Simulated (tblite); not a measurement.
C5H9N3S.
Atom-mapped SMILES: `[CH3:1][CH2:2][n:3]1[cH:4][c:5]([S:6][CH3:7])[n:8][n:9]1` (hydrogens: H10, H11, H12 on C1; H13, H14 on C2; H15 on C4; H16, H17, H18 on C7)

Geometry (GFN2-xTB, Å), atoms numbered from 1 in this order:
```
atom  x, y, z in Å
C1    -2.939   -0.817   -0.531
C2    -2.283    0.545   -0.327
N3    -0.854    0.425   -0.238
C4     0.034    0.214   -1.236
C5     1.252    0.137   -0.586
S6     2.830   -0.125   -1.276
C7     3.816   -0.023    0.243
N8     1.031    0.300    0.735
N9    -0.225    0.469    0.925
H10   -4.018   -0.702   -0.576
H11   -2.691   -1.480    0.294
H12   -2.598   -1.273   -1.458
H13   -2.530    1.215   -1.156
H14   -2.617    0.991    0.611
H15   -0.232    0.146   -2.268
H16    4.840   -0.248   -0.036
H17    3.438   -0.748    0.956
H18    3.737    0.980    0.650
```

Level: GFN2-xTB in tblite, geometry and Hessian alike; calculated harmonic values, unscaled, isolated species. Against measured fundamentals such values can be off by several per cent, at times by over 20. One conformer, not necessarily the lowest.

Harmonic wavenumbers (cm⁻¹): 38.9, 55.6, 79.9, 113.7, 143.5, 193.5, 235.5, 277.8, 378.0, 402.3, 475.0, 629.7, 677.5, 712.1, 735.6, 743.2, 822.9, 954.2, 958.5, 991.2, 998.9, 1048.3, 1076.1, 1085.9, 1095.2, 1219.5, 1269.1, 1303.2, 1314.6, 1321.9, 1359.0, 1405.4, 1429.9, 1434.6, 1440.1, 1444.1, 1471.7, 1485.7, 1493.7, 2959.8, 2996.0, 3043.1, 3043.6, 3051.1, 3052.4, 3057.8, 3064.1, 3207.9.

A = 4325, B = 713.6, C = 648.5 MHz; mass 143.052 u (most abundant isotopes); point group C1, symmetry number 1.

Problem. Zero-point energy?

Solution. ½Σν̃ = 30896 cm⁻¹ = 88.33 kcal/mol.

Problem. Give the ideal-gas entropy at 400 K and 1 bar in the rigid-rotor, harmonic-oscillator model (classical rotation).

Solution. Translation 42.27, rotation 30.34, vibration 40.54: S = 113.1 cal/(mol K).

Problem. And Cp and H(400 K) − H(0)?

Solution. Cp = 45.98 cal/(mol K), of which vibrations give 38.03 (their classical limit is 48 R = 95.4); H(400 K) − H(0) = 11.13 kcal/mol without the zero-point energy, 7.95 from vibrations.

Problem. How do the functions run with temperature in this model?

Solution. 
| T (K) | S (cal/(mol K)) | Cp (cal/(mol K)) | H − H(0) (kcal/mol) | G − H(0) (kcal/mol) | ln q(vib) |
| --- | --- | --- | --- | --- | --- |
| 50 | 60.5 | 14.5 | 0.54 | -2.48 | 0.79 |
| 100 | 72.2 | 19.7 | 1.40 | -5.82 | 2.30 |
| 298.15 | 101.1 | 36.6 | 6.92 | -23.21 | 7.81 |
| 373.15 | 110.0 | 43.6 | 9.93 | -31.13 | 9.72 |
| 500 | 124.3 | 54.1 | 16.15 | -46.00 | 12.87 |
| 750 | 149.3 | 68.9 | 31.67 | -80.29 | 18.82 |
| 1000 | 170.5 | 78.3 | 50.16 | -120.33 | 24.35 |

q(vib) and H(0) count from the zero-point level.

Problem. What must be added to the electronic energy to get the Gibbs energy at 400 K and 1 bar?

Solution. ZPE + [H(400 K) − H(0)] − T·S = 88.33 + 11.13 − 45.26 = 54.20 kcal/mol.

Problem. Blend soft modes into free rotors: weight 1/[1 + (100 cm⁻¹/ν̃)⁴] for the oscillator and the rest for a rotor with moment μB/(μ + B), μ = h/(8π²ν), B = 10⁻⁴⁴ kg m². What vibrational entropy results?

Solution. 36.25 cal/(mol K) in place of 40.54, which changes −T·S at 400 K by +1.71 kcal/mol.

Problem. Which modes carry the vibrational entropy at 400 K?

Solution. 38.9 cm⁻¹: 5.90; 55.6 cm⁻¹: 5.19; 79.9 cm⁻¹: 4.47; 113.7 cm⁻¹: 3.78; 143.5 cm⁻¹: 3.32; 193.5 cm⁻¹: 2.75 cal/(mol K); the other 42 give 15.13 together.

Hindered rotation and anharmonicity are outside this model. Other conformers, if any are populated, would add a mixing term that is left out. The structure is chiral; the term R ln 2 for an equal mix with its mirror image is left out.

Run on one thread, Arm Neoverse V2, no GPU, shared host. This covers the Hessian and the dipole derivatives.
